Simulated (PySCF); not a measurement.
## Computed properties of formyl cation (CHO), SMILES [O+]#C, charge +1

formyl cation (CHO), SMILES C#[O+], charge +1. Coordinates come from a r2SCAN-D4/def2-TZVPD optimisation. The values are those of a single conformer. All values are computed for the isolated molecule unless a solvent is named; none is compared with measurement here.

**Structure.** The optimised structure has C∞v symmetry. All 4 harmonic modes at r2SCAN-D4/def2-TZVPD (PySCF) are real, so it is a minimum.

**Vibrations.** The strongest infrared lines (harmonic, unscaled, degenerate partners summed) lie at 3215 cm⁻¹ (211 km/mol, H 76 %, C 21 %), 2248 cm⁻¹ (111 km/mol, O 42 %, C 38 %, H 20 %), 863 cm⁻¹ (35 km/mol, H 72 %, C 24 %). The softest mode is at 863 cm⁻¹ and the zero-point energy is 10.3 kcal/mol.

**Electronic structure.** r2SCAN/def2-TZVPD (PySCF) places the frontier levels at -21.55 and -11.14 eV, a gap of 10.41 eV and a mean polarisability of 9.6 bohr³. PBE/def2-TZVPD (PySCF) at the same geometry gives -21.21 and -11.47 eV, so its gap is 0.67 eV narrower. An orbital gap is neither the optical nor the fundamental gap.

**Excitations.** TDDFT-B3LYP/def2-TZVPD (PySCF) has S1 at 9.48 eV (131 nm, f = 0.000, dark); the most intense of the 10 singlets computed lies at 15.75 eV (f = 0.37). Strengths of degenerate partners are summed. T1 (TDA) is at 7.75 eV. TDDFT-PBE/def2-TZVPD (PySCF) puts S1 at 9.74 eV. No vertical singlet excitation falls in the visible range (under 3.1 eV).

**NMR.** GIAO shifts at PBE0/pcSseg-2 (PySCF) (non-relativistic, atoms alike by connectivity averaged): ¹³C at 144.9 ppm against TMS; ¹H at 7.3 ppm against TMS.

**Solvation.** SMD-PBE0/def2-SVP (PySCF) gives -82.8 kcal/mol in water, -67.3 kcal/mol in ethylethanoate, -43.8 kcal/mol in benzene (1 M in both phases, gas-phase geometry); of these solvents water holds the molecule best.
